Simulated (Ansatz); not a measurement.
Ligand exchange: GeH(CH3)2Br + SiH3F → GeH(CH3)2(SiH3) + BrF

Gas-phase species: GeH(CH3)2Br, singlet; SiH3F `F[SiH3]`, singlet; GeH(CH3)2(SiH3), singlet; BrF (bromine fluoride), singlet. The partners trade Br for SiH3: Ge–Br and F–SiH3 bonds give way to Ge–SiH3 and F–Br.

Shapes, held fixed at every level: PBE0-D4/def2-TZVP. Programs: Ansatz 0.2.0. Electronic energies: no zero-point or thermal term.

```tsv
level	kind	ΔE (kJ/mol)	less CCSD(T)/def2-TZVPP
HF/def2-TZVPP	Hartree–Fock	+503.3	+48.6
PBE-D4/def2-TZVPP	GGA	+410.5	-44.2
B3LYP-D4/def2-TZVPP	global hybrid	+438.5	-16.2
wB97M-V/def2-TZVPP	range-separated hybrid	+449.4	-5.3
MP2/def2-TZVPP	perturbation theory	+479.3	+24.6
CCSD/def2-TZVPP	coupled cluster or CI	+462.0	+7.3
CCSD(T)/def2-TZVPP	coupled cluster or CI	+454.7	0.0
```

The highest level, CCSD(T)/def2-TZVPP, gives ΔE = +454.7 kJ/mol; the levels span +410.5 to +503.3. The column of differences is taken from that level and isn't an error. No measured value is set beside it here. Relativity is left out for Br, Ge. Outer-core shells of Br, Ge are correlated, in sets that cover them unevenly.
